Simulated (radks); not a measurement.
Question: Coherent X-ray form factor from a spherical all-electron density. Method: Dirac Kohn-Sham, PBEsol, spin-unpolarised, spherical densities, finite nucleus; Fermi nuclear charge, rms radius of each element as measured or else 0.836 A^(1/3) + 0.57 fm; computed with a radial shooting solver on a logarithmic mesh with Libxc functionals.

sin(theta)/lambda (1/angstrom)  f0 (electrons)
0.05                                    64.689
0.1                                     61.736
0.15                                    58.374
0.2                                     54.937
0.25                                    51.483
0.3                                     48.124
0.4                                     42.078
0.5                                     37.073
0.6                                     32.916
0.8                                     26.393
1                                       21.766
1.25                                    18.050
1.5                                     15.679
2                                       12.132

The species is in the configuration that NIST lists as its ground one. Which atom or ion scatters so?

Answer: Neutral dysprosium, [Xe] 4f10 6s2. Extrapolating in s^2 from the first two rows gives f0(0) = 65.7, near the electron count 66; among species with that count, the fall with angle is slower the higher Z, and the table is that of Z = 66; from so few rows the species is fixed only to a neighbour or two.
